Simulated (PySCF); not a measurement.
Mg(H)(SH) (H2MgS), SMILES [SH][MgH].

Geometry optimised at B3LYP-D3(BJ)/def2-TZVP.

Computed with PBE/def2-TZVPD in PySCF.

Symmetry labels are those of the subgroup Cs that the program uses (full group Cs).

Computed valence orbital energies around the gap with their symmetry:
```csv
orbital,symmetry,energy (eV)
HOMO−7,A',-47.53
HOMO−6,A",-47.51
HOMO−5,A',-47.28
HOMO−4,A',-17.12
HOMO−3,A',-9.52
HOMO−2,A',-7.52
HOMO−1,A',-6.53
HOMO,A",-5.93
LUMO,A',-1.63
LUMO+1,A',-1.34
LUMO+2,A",-1.08
LUMO+3,A',-0.07
```
